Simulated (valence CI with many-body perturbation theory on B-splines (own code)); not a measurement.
**Energy levels of Tl60+**

Calculated by configuration interaction combined with many-body perturbation theory (CI+MBPT): three valence electrons over a frozen Dirac-Fock core [Ar], radial functions for each j: 7 s, 7 p, 8 d, 6 f, 4 g, 1 h, with the one-electron correlation potential Σ1, the two-electron term Σ2, the three-electron term Σ3, Breit, model QED; selected CI, second order for the rest, scaled by the run's own slope (own B-spline code, finite nucleus).

No measured spectrum was set against this ion. As an estimate, large intervals hold to a few tenths of a per cent, small ones and those within an open d or f shell to about a per cent. The list stops below the first excitations out of the core. Only levels of the ground parity were solved; by the run's estimate the other parity begins above the list, which can be wrong where configurations are misplaced.

Levels 1 to 15 of 15, with energies above the lowest level, (3d3/2^3) J=3/2. "Leading %" is the weight of the configuration and term that name the level; weights of strongly mixed levels are sums over their largest components and can fall short, so below about 35 % the name and the second component can differ from the true leading terms, or belong to a minority configuration. In the jj column 3d3/2^4 stands for four electrons in 3d with j = 3/2. Lifetimes count E1, E2, E3, M1 and M2 decay at the calculated energies, and are blank where another channel may lead or the interval is too uncertain; long ones can be off by a factor of two.

| No. | Configuration | Term | J | E (eV) | Leading % | g | Lifetime | Second component | Leading jj |
| --- | --- | --- | --- | --- | --- | --- | --- | --- | --- |
| 1 | 3d3 | 2D | 3/2 | 0.00 | 42 | 0.736 |  | 41 % 3d3 4F | 3d3/2^3 (99 %) |
| 2 | 3d3 | 4F | 5/2 | 103.99 | 80 | 1.052 | 76.2 ns | 18 % 3d3 2D | 3d3/2^2 3d5/2 (100 %) |
| 3 | 3d3 | 4P | 3/2 | 110.85 | 38 | 1.153 | 96.3 ns | 34 % 3d3 4F | 3d3/2^2 3d5/2 (100 %) |
| 4 | 3d3 | 2H | 9/2 | 114.64 | 48 | 1.022 |  | 41 % 3d3 2G | 3d3/2^2 3d5/2 (100 %) |
| 5 | 3d3 | 2G | 7/2 | 115.35 | 50 | 1.027 | 95.1 μs | 28 % 3d3 4F | 3d3/2^2 3d5/2 (99 %) |
| 6 | 3d3 | 4P | 1/2 | 116.94 | 56 | 1.779 | 260 ns | 44 % 3d3 2P | 3d3/2^2 3d5/2 (100 %) |
| 7 | 3d3 | 2D | 5/2 | 144.23 | 49 | 1.210 | 1.01 μs | 27 % 3d3 4P | 3d3/2^2 3d5/2 (98 %) |
| 8 | 3d3 | 4F | 7/2 | 217.43 | 70 | 1.124 | 44.5 ns | 28 % 3d3 2G | 3d3/2 3d5/2^2 (99 %) |
| 9 | 3d3 | 4F | 9/2 | 222.71 | 49 | 1.124 | 74.9 ns | 40 % 3d3 2H | 3d3/2 3d5/2^2 (99 %) |
| 10 | 3d3 | 4P | 3/2 | 228.86 | 40 | 1.093 | 39.3 ns | 37 % 3d3 2D | 3d3/2 3d5/2^2 (100 %) |
| 11 | 3d3 | 2P | 1/2 | 232.18 | 56 | 1.530 | 59.3 ns | 44 % 3d3 4P | 3d3/2 3d5/2^2 (100 %) |
| 12 | 3d3 | 2H | 11/2 | 233.02 | 100 | 1.076 | 196 ns |  | 3d3/2 3d5/2^2 (100 %) |
| 13 | 3d3 | 4P | 5/2 | 233.31 | 42 | 1.308 | 71.2 ns | 38 % 3d3 2D | 3d3/2 3d5/2^2 (98 %) |
| 14 | 3d3 | 2F | 7/2 | 243.80 | 76 | 1.076 | 152 ns | 21 % 3d3 2G | 3d3/2 3d5/2^2 (99 %) |
| 15 | 3d3 | 2F | 5/2 | 244.18 | 46 | 1.080 | 116 ns | 38 % 3d3 2D | 3d3/2 3d5/2^2 (99 %) |

The ionisation energy to 3d2 3F_2 of the next ion comes out as 6393.6 eV (NIST: 6392 ± 10 eV (theoretical)). All 15 levels together are meant to be complete up to 262.07 eV.
